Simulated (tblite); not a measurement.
CH₇BF₂GeSi.
Cartesian coordinates in Å at the GFN2-xTB level; atoms count from 1:
```
atom  x, y, z in Å
F1     1.0755    1.8229    0.6374
B2     1.8565    0.7679    0.4450
F3     3.1357    1.0811    0.4868
Si4    1.0762   -1.0261    0.1524
C5    -0.6204   -0.8009   -0.6855
Ge6   -1.6539    0.7384   -0.0052
H7     0.8563   -1.7218    1.4338
H8     1.8950   -1.9259   -0.6748
H9    -0.4925   -0.6722   -1.7608
H10   -1.2121   -1.7058   -0.5525
H11   -3.1121    0.5254   -0.3055
H12   -1.5377    0.8974    1.4749
H13   -1.2709    2.0203   -0.6638
```

Level: GFN2-xTB in tblite, geometry and Hessian alike; calculated harmonic values, unscaled, isolated species. Against measured fundamentals such values can be off by several per cent, at times by over 20. Modes of hydrogen on germanium and silicon can be 10 to 20 % off. One conformer, not necessarily the lowest.

Harmonic wavenumbers (cm⁻¹): 29.3, 61.4, 86.8, 144.7, 208.4, 226.1, 315.5, 370.7, 447.9, 471.2, 491.7, 558.0, 575.3, 612.1, 679.9, 717.4, 754.2, 793.1, 806.7, 862.6, 887.6, 999.4, 1102.1, 1189.4, 1243.1, 1435.7, 1961.3, 2051.1, 2091.6, 2179.1, 2212.2, 2960.7, 2977.6.

A = 3006, B = 960.3, C = 754.7 MHz; mass 169.959 u (most abundant isotopes); point group C1, symmetry number 1.

**Question.** Zero-point energy?

**Answer.** ½Σν̃ = 16252 cm⁻¹ = 194.41 kJ/mol.

**Question.** Give the ideal-gas entropy at 298.15 K and 1 bar in the rigid-rotor, harmonic-oscillator model (classical rotation).

**Answer.** Translation 172.90, rotation 122.93, vibration 119.86: S = 415.7 J/(mol K).

**Question.** And Cp and H(298.15 K) − H(0)?

**Answer.** Cp = 149.32 J/(mol K), of which vibrations give 116.06 (their classical limit is 33 R = 274.4); H(298.15 K) − H(0) = 27.93 kJ/mol without the zero-point energy, 18.02 from vibrations.

**Question.** How do the functions run with temperature in this model?

**Answer.** 
| T (K) | S (J/(mol K)) | Cp (J/(mol K)) | H − H(0) (kJ/mol) | G − H(0) (kJ/mol) | ln q(vib) |
| --- | --- | --- | --- | --- | --- |
| 150 | 333.5 | 94.3 | 9.73 | -40.29 | 3.47 |
| 250 | 390.8 | 133.0 | 21.13 | -76.58 | 5.97 |
| 400 | 463.7 | 177.6 | 44.65 | -140.83 | 9.59 |
| 600 | 543.5 | 215.4 | 84.24 | -241.83 | 14.10 |
| 900 | 637.8 | 249.0 | 154.38 | -419.63 | 20.08 |

q(vib) and H(0) count from the zero-point level.

**Question.** Which modes carry the vibrational entropy at 298.15 K?

**Answer.** 29.3 cm⁻¹: 24.59; 61.4 cm⁻¹: 18.46; 86.8 cm⁻¹: 15.61; 144.7 cm⁻¹: 11.47; 208.4 cm⁻¹: 8.61; 226.1 cm⁻¹: 7.99 J/(mol K); the other 27 give 33.13 together.

**Question.** Blend soft modes into free rotors: weight 1/[1 + (100 cm⁻¹/ν̃)⁴] for the oscillator and the rest for a rotor with moment μB/(μ + B), μ = h/(8π²ν), B = 10⁻⁴⁴ kg m². What vibrational entropy results?

**Answer.** 106.37 J/(mol K) in place of 119.86, which changes −T·S at 298.15 K by +4.02 kJ/mol.

Hindered rotation and anharmonicity are outside this model. Other conformers, if any are populated, would add a mixing term that is left out. The structure is chiral; the term R ln 2 for an equal mix with its mirror image is left out.
